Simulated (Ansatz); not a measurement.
`[Cl][Al]([Cl])[I]` and `C=[CH][Al]([Cl])[Cl]` differ in one atom or group.

Ansatz, PBE0-D4/def2-TZVP geometries, multiplicity 1. Each molecule was computed in one conformer, which needn't be the lowest.

Elements past krypton have def2 core potentials.

```
                                          property  `[Cl][Al]([Cl])[I]`
size of the dipole moment (ωB97M-V/def2-TZVPP) / D                 0.47
    zero-point energy (PBE0-D4/def2-TZVP) / kJ/mol                 11.1
             HOMO energy (ωB97M-V/def2-TZVPP) / eV               -10.32
             HOMO–LUMO gap (B3LYP/def2-TZVPP) / eV                 6.19
             LUMO energy (ωB97M-V/def2-TZVPP) / eV                 0.24
                LUMO energy (PBE0/def2-TZVPP) / eV                -1.50
```

Task: What does the change do to each property? (Best estimate.)

Result: The calculation gave: 
```tsv
property	`C=[CH][Al]([Cl])[Cl]`	shift
size of the dipole moment (ωB97M-V/def2-TZVPP) / D	2.11	1.64
zero-point energy (PBE0-D4/def2-TZVP) / kJ/mol	119.2	108.1
HOMO energy (ωB97M-V/def2-TZVPP) / eV	-10.77	-0.45
HOMO–LUMO gap (B3LYP/def2-TZVPP) / eV	6.45	0.26
LUMO energy (ωB97M-V/def2-TZVPP) / eV	0.26	0.02
LUMO energy (PBE0/def2-TZVPP) / eV	-1.62	-0.12
```

With PBE0 the HOMO falls by 0.32 eV and the LUMO falls by 0.12 eV, so the gap widens by about 0.20 eV. PBE moves the HOMO by -0.38 eV and ωB97M-V by -0.45 eV. The zero-point energy changes by 108.1 kJ/mol with +12 modes. Dipoles are sizes alone; their direction can turn.

B3LYP here is the variant with VWN-RPA as its local correlation; programs differ in this.

Spin–orbit coupling is left out; it splits and shifts lone-pair levels of the heavy atoms by tenths of an eV.
